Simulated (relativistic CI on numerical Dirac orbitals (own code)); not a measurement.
# Spin-allowed bands of a d2 ion in an octahedral site, by hand

Problem. Take Δ = 17700 cm⁻¹ and B = 660 cm⁻¹ for a d2 ion in an octahedral site. Calculate the three spin-allowed bands.

Working.
1. The terms of highest spin are 3F (energy 0) and 3P (15B = 9900 cm⁻¹). Here the F term splits into A2 at +1.2Δ = 21240, T2 at +0.2Δ = 3540 and T1 at −0.6Δ = -10620 cm⁻¹.
2. The two T1 states mix through the element 0.4Δ: H = [[-10620, 7080], [7080, 9900]], with roots ½(H₁₁ + H₂₂) ∓ ½√[(H₂₂ − H₁₁)² + 4H₁₂²] = ½(-720) ∓ ½(24931) = -12826 and 12106 cm⁻¹.
3. The ground term is 3T1 at -12826 cm⁻¹.
4. Bands: 3T2 16366 cm⁻¹ (611 nm), 3T1(P) 24931 cm⁻¹ (401 nm), 3A2 34066 cm⁻¹ (294 nm).

Check. Exact diagonalisation of the whole d2 shell with these parameters gives 3T2 16366, 3T1 24931, 3A2 34066 cm⁻¹. The match is exact, since without spin-orbit coupling no other term has this spin. The ratio of the second band to the first, 1.523, depends on Δ/B = 26.8 alone, which is how a Tanabe-Sugano diagram is read.
